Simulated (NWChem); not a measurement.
NiO, triplet; SMILES [O]=[Ni]

```xyz
2

Ni     0.0000     0.0000    -0.3516
O      0.0000     0.0000     1.2518
```
Atoms are numbered in this order, from 1.

Computed with NWChem. Spin-unrestricted. Structure relaxed at the PBE-D3(BJ)/def2-SVP, spin-unrestricted level. No stability test was run on the SCF state. B3LYP is NWChem's, with the RPA form of VWN correlation. Vzz is the largest principal value of the second derivative of the potential at the nucleus (NWChem prints the opposite sign); η is the asymmetry. Non-relativistic.

Q: Predict the results for B3LYP/def2-SVP. Quantities: Vzz Ni1 (a.u.); η Ni1; Vzz O2 (a.u.); η O2.

A: The vzz Ni1 (a.u.) is 1.692 and the η Ni1 comes out as 0.52. The vzz O2 (a.u.) comes out as -1.851 and the η O2 is 0.66.
